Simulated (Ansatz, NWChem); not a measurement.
**Heat of formation of C2H3BrO (acetyl bromide) from total energies**

C2H3BrO: 7 atoms, total charge 0, spin state singlet. As SMILES, `CC(=O)Br`. The coordinates come from a PBE0-D4/def2-TZVP relaxation.

Total energies at M06-2X/6-31G* (spherical functions) (NWChem 7.3.0); the atoms run unrestricted:

| species | state | energy (Eh) |
| --- | --- | --- |
| C2H3BrO | singlet | -2727.048244 |
| C | triplet | -37.827566 |
| O | triplet | -75.031328 |
| Br | doublet | -2573.833430 |
| H | doublet | -0.496666 |

Harmonic wavenumbers at PBE0-D4/def2-TZVP, in cm⁻¹: 137, 301, 353, 504, 582, 963, 1033, 1109, 1378, 1452, 1453, 1923, 3071, 3153, 3175.

Measured heats of formation of the gaseous atoms at 298.15 K, in kJ/mol: C 716.9, O 249.2, Br 111.9, H 218.0. Spin-orbit lowering of the atoms at 298 K (mean of the ground term's levels less their thermal mean, from spectra), in kJ/mol: C 0.02, O 0.40, Br 14.69. Take 1 Eh = 2625.50 kJ/mol, 1 cm⁻¹ = 0.0119627 kJ/mol, RT = 2.479 kJ/mol.

**Question.** Work out the heat of formation of the gas at 298 K.

**Answer.** 
1. Electronic atomisation energy: 2 × (-37.827566) + (-75.031328) + (-2573.833430) + 3 × (-0.496666) − (-2727.048244) = 1.038356 Eh = 2726.2 kJ/mol.
2. Zero-point energy: half the sum of the wavenumbers, 10293.5 cm⁻¹ = 123.1 kJ/mol.
3. Thermal vibrational enthalpy, Σ hcν̃/(exp(hcν̃/kT) − 1): 5.1 kJ/mol. Translation, rotation and pV of a non-linear molecule: 4 RT = 9.9 kJ/mol.
4. The 7 free atoms carry 5/2 RT each: 43.4 kJ/mol.
5. Spin-orbit coupling lowers the free atoms by 2 × 0.02 + 0.40 + 14.69 = 15.1 kJ/mol.
6. Atomisation enthalpy at 298 K: 2726.2 − 15.1 − 123.1 − 5.1 − 9.9 + 43.4 = 2616.4 kJ/mol.
7. Sum of the atoms' heats of formation: 2448.9 kJ/mol. Heat of formation: 2448.9 − 2616.4 = -167.5 kJ/mol.

The tabulated value is -190.4 kJ/mol (CRC Handbook of Chemistry and Physics), so this level is off by +22.9 kJ/mol, or 0.9 % of the atomisation enthalpy that the table implies (2639.2 kJ/mol). Relativity is left out. Anharmonicity and any spin-orbit splitting of the molecule are left out.
